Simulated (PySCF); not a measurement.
Coordinates in bohr (charge 0 multiplicity 1):
```
Se    0.0000    0.0000   -0.6306
Be    1.8216    0.0000    2.7960
Be   -1.8216    0.0000    2.7960
```

Method: PBE0 in PySCF with Se def2-TZVP, Be def2-TZVP; no relativity; density-fitted integrals.

This geometry of Be2Se is a stationary point at this level.

Question: What is the point group?

Answer: C2v.

Question: Is it a minimum?

Answer: Yes: all harmonic wavenumbers are real.

Question: Which band is strongest in the infrared?

Answer: 535 cm⁻¹ (a1), 58 km/mol.

Question: Give the ideal-gas entropy at 298.15 K and 1 bar by parts.

Answer: translation 166.0, rotation 88.0, vibration 6.3, spin 0.0; total 260.2 J/(mol K).

This need not be the most stable arrangement of these atoms.
